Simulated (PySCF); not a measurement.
Compound: C4H11NSi.
SMILES: `CN[Si@@H]1C[C@H]1C`

Computed, not measured: TDDFT wB97X-D/def2-SVPD, vertical, gas phase, core orbitals frozen in the response in PySCF. The structure is a single PBE0-D3(BJ)/def2-SVP conformer in the gas phase; no vibrational or solvent corrections. Torsions of this conformer, `[CH3:1][NH:2][Si@@H:3]1[CH2:4][C@H:5]1[CH3:6]`: C1–N2–Si3–C4 -69°.

Broadening: Gaussians 0.25 eV wide at half height, area fixed by f = 4.319×10⁻⁹ ∫ε dν̃. The width is an assumption, not a result. The curve ends short of the highest state used, and states not computed would add to its high-energy end.

λ (nm), ε (L mol⁻¹ cm⁻¹) and a bar:
```
    172.9       1011 ##
    173.8        979 ##
    174.7        862 #
    175.6        689 #
    176.5        512 #
    177.4        389 #
    178.3        367 #
    179.2        490 #
    180.1        809 #
    181.0       1395 ##
    181.9       2348 ####
    182.9       3980 ######
    183.8       6066 ##########
    184.7       8724 ##############
    185.6      11759 ##################
    186.5      14783 #######################
    187.4      17288 ###########################
    188.3      18813 ##############################
    189.2      19113 ##############################
    190.1      18254 #############################
    191.0      16571 ##########################
    191.9      14526 #######################
    192.9      12333 ###################
    193.8      10695 #################
    194.7       9421 ###############
    195.6       8413 #############
    196.5       7521 ############
    197.4       6625 ##########
    198.3       5668 #########
    199.2       4665 #######
    200.1       3672 ######
    201.0       2757 ####
    201.9       1972 ###
    202.8       1345 ##
    203.8        831 #
    204.7        513 #
    205.6        303 
    206.5        171 
    207.4         92 
    208.3         48 
    209.2         24 
    210.1         11 
    211.0          5 
    211.9          2
```

Q: Locate the maxima and give the states behind the curve.

A: 189 nm (6.56 eV), ε about 19000, made up of S4 (87%); 173 nm (7.17 eV), ε about 1000, made up of S6 (95%) (ε in L mol⁻¹ cm⁻¹; maxima over ε = 5, shares over 10%). The states used: S1 6.22 eV (f 0.0086); S2 6.32 eV (f 0.047); S3 6.46 eV (f 0.026); S4 6.57 eV (f 0.155); S5 6.73 eV (f 0.014); S6 7.15 eV (f 0.0090); S7 7.46 eV (f 0.021); S8 7.60 eV (f 0.040); S9 7.66 eV (f 0.0011); S10 7.77 eV (f 0.050).

Q: On this curve, what absorbance would a 10⁻³ mol/L sample give at 193 nm over a 1 cm path?

A: 193 nm is 6.424 eV, where ε is about 12000 L mol⁻¹ cm⁻¹, so A = ε c l ≈ 12 (Beer–Lambert, with the gas-phase spectrum and the assumed width).

Q: What would ε be at 6.56 eV, the highest of these maxima, with half the width (0.125 eV)?

A: About 33300 L mol⁻¹ cm⁻¹ against 19200, a factor of about 1.7; a lone state at its own centre would give exactly 2.

Q: Coming from long wavelengths, where does ε first pass 100 L mol⁻¹ cm⁻¹?

A: At about 207 nm (5.98 eV), 0.24 eV below S1.

All these states lie below the vertical ionisation energy of 8.40 eV (ΔSCF).
